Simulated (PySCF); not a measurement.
Harmonic spectrum computed at PBE0 in the def2-SVP basis family (core potentials from Rb on, PySCF, no spin–orbit coupling):

| ω (cm⁻¹) | IR (km/mol) |
| --- | --- |
| 55 | 11.4 |
| 108 | 9.4 |
| 342 | 0.0 |
| 495 | 36.2 |

Task: Which molecule gave it? In each, all ligands are bound to the one heavy central atom.
A. GeCl₂ (singlet)
B. RuCl₂ (quintet)
C. PdCl₂ (triplet)
D. CuCl₂ (doublet)
E. CoCl₂ (quartet)

Result: D. It has D∞h symmetry with Cu–Cl 2.085 Å (×2).
